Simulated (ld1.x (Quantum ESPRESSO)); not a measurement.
**Cd (Z = 48), PAW: configuration errors across variants**

ld1.x (Quantum ESPRESSO) 7.5 input, shortened:

```
&input
   title='Cd', zed=48., rel=1, dft='PZ', iswitch=3,
   config='[Kr] 4d10 5s1.5 5p0.5'
 /
 &inputp
   pseudotype=3, lpaw=.true., tm=.true., lloc=-1, rcloc=3.00,
   nlcc=.true., new_core_ps=.true.,
   which_augfun='PSQ', rmatch_augfun_nc=.true.
 /
4
5S  1  0   1.50   0.00  2.10  2.80  0.0
5S  1  0   0.00   0.65  2.10  2.80  0.0
5P  2  1   0.50   0.00  2.35  3.05  0.0
5P  2  1   0.00   0.45  2.35  3.05  0.0
 &test
   configts(1)='5s1.5 5p0.5'
 /
```

All-electron excitation energies from the reference (eV): (1) 5s2 5p0 -2.352; (2) 5s1 5p0 7.276; (3) 5s1.5 5p0 1.524; (4) 5s1 5p1 2.438; (5) 5s0 5p2 7.562; (6) 5s0 5p1 13.184; (7) 5s1.5 5p0.5 spin -0.119; (8) 5s1 5p0 spin 7.087.

Spin tests fill each open shell by Hund’s rule, majority spin first.

3 further variants failed, have other tests or another functional or relativity, and are left out.

Errors AE − PS in meV (a dash: test not solved or not reliable):

| change | (1) | (2) | (3) | (4) | (5) | (6) | (7) | (8) | bound ghosts |
| --- | --- | --- | --- | --- | --- | --- | --- | --- | --- |
| base | -8.0 | -69 | -5.4 | -8.2 | -69 | -177 | -3.0 | -79 | none |
| wave 5p channel at 0.45 Ry: rcut 2.35, rcutus 3.05 bohr becomes 5p channel at -0.13 Ry: rcut 2.35, rcutus 3.05 bohr | -8.0 | -69 | -5.4 | -8.1 | -67 | -171 | -3.0 | -79 | none |
| waves 5p (bound): rcut 2.35, rcutus 4.40 bohr; 5p channel at 0.45 Ry: rcut 2.35, rcutus 4.40 bohr | -8.0 | -69 | -5.4 | -8.1 | -67 | -174 | -3.0 | -79 | none |

(1) Give the same row for: local potential all-electron potential smoothed inside 1.88 bohr (lloc = -1).

## Answers

(1) -7.9, -68, -5.4, -8.1, -69, -177, -3.0, -79; bound ghosts: none.
